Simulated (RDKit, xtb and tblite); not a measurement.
Internal rotation in SMILES C(C)(C)(C[SiH2]C=O)C. Scanned: dihedral C2–C5–Si6–C7 and dihedral C5–Si6–C7–O8; all other coordinates were relaxed at GFN2-xTB. Points at φ and −φ are mirror images. Heavy atoms are numbered in the order of the SMILES CC(C)(C)C[SiH2]C=O, hydrogens after them in the order of the atoms that carry them; the mirror image has the same energies with the sign of each dihedral reversed.

Computed with: GFN2-xTB (xtb and tblite); MMFF94 // GFN2-xTB (RDKit); UFF // GFN2-xTB (RDKit).

Energies in kJ/mol at chosen points (x: dihedral C2–C5–Si6–C7 (°); y: dihedral C5–Si6–C7–O8 (°)), relative to x = 180, y = -60:

```csv
method,"(150, -120)","(120, 150)","(-150, -60)","(-120, -30)","(180, -150)","(0, 120)","(120, 0)"
GFN2-xTB,1.1,3.3,2.1,2.4,-0.8,4.9,1.0
MMFF94,9.9,11.7,5.2,6.4,5.2,21.3,7.2
UFF,10.9,12.9,5.1,12.1,5.6,32.0,14.1
```

MMFF94 has few fitted parameters for silicon.
